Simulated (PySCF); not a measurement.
# A fit for the ¹⁵N shielding

GIAO PBE0/pcSseg-1 on GFN2-xTB geometries (PySCF, gas phase, non-relativistic):

```tsv
SMILES	Hirshfeld charge (e) of N	σ(N) (ppm)
CC(C)N[SiH2]O[SiH3]	-0.243	209.3
O=CN[SiH2]O[SiH3]	-0.202	132.7
[SiH3]O[SiH2]Nc1ccccc1	-0.214	186.3
CCN[SiH2]O[SiH3]	-0.248	220.4
CC(C)(C)N[SiH2]O[SiH3]	-0.241	201.9
C=CCN[SiH2]O[SiH3]	-0.246	221.4
```

Question: Fit σ(N) as a line in the Hirshfeld charge of N. How well does it hold?

Answer: σ = -178.5 − 1608.8 x, with x in e; correlation -0.94, rms deviation 10.7 ppm, largest 20.5 ppm at `[SiH3]O[SiH2]Nc1ccccc1`. A charge says how many electrons sit at the atom, not how easily they circulate, so such a line holds only within like compounds.

Question: A further member, `[SiH3]O[SiH2]NC1CC1`, has x = -0.241. What does the line predict, and what does the calculation give?

Answer: The line gives 209.2 ppm; the calculation 212.6 ppm, a difference of 3.4 ppm, within the usual scatter of the fit.
